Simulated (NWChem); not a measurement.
Molecule: CuPH4; SMILES [CuH]<-[PH3]

```xyz
6

Cu     0.0000     0.0000    -0.8385
H      0.0000     0.0000    -2.3606
P      0.0000     0.0000     1.3612
H      0.8749     0.8749     2.0869
H      0.3202    -1.1951     2.0869
H     -1.1951     0.3202     2.0869
```
Atoms are numbered in this order, from 1.

Program: NWChem. Medium grid unless said otherwise, to which SCAN and Minnesota functionals are sensitive. Coordinates come from a PBE-D3(BJ)/def2-SVP optimisation.

For level MN15/def2-TZVP:

```
Property                     Value
---------------------------  -----
highest occupied level (eV)  -7.01
orbital gap (eV)              6.71
dipole (D)                    5.72
```

Q: What are these values for level LDA (Slater exchange, VWN5)/def2-TZVP?

A: highest occupied level (eV): -5.38
orbital gap (eV): 3.65
dipole (D): 5.15
